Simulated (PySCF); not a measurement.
C₂Cl₃, SMILES Cl[C]=C(Cl)Cl (connectivity only; charge and spin as stated), charge +1, multiplicity 1.

Geometry optimised at B3LYP-D3(BJ)/def2-SVP. The multiplicity is an assumed one; other spin states were not compared. The isomer is the one that the SMILES or the coordinates give; other isomers of the formula were not compared.

All values below come from SMD-PBE0/6-31G* run with PySCF.

Solvation free energies are E(SMD) − E(gas) at the gas-phase geometry, for 1 M in both phases.

| solvent | ΔG(solv) (kcal/mol) | its non-electrostatic (CDS) part |
|---|---|---|
| water | -50.4 | 2.9 |
| n-hexane | (withheld) | (withheld) |
| ethylethanoate | -45.9 | -1.6 |

Task: Some entries are withheld; supply them. (Estimate from the structure and the level; the computed values follow.)

Result: 
- n-hexane, ΔG(solv) (kcal/mol): -26.7
- n-hexane, its non-electrostatic (CDS) part: -2.3
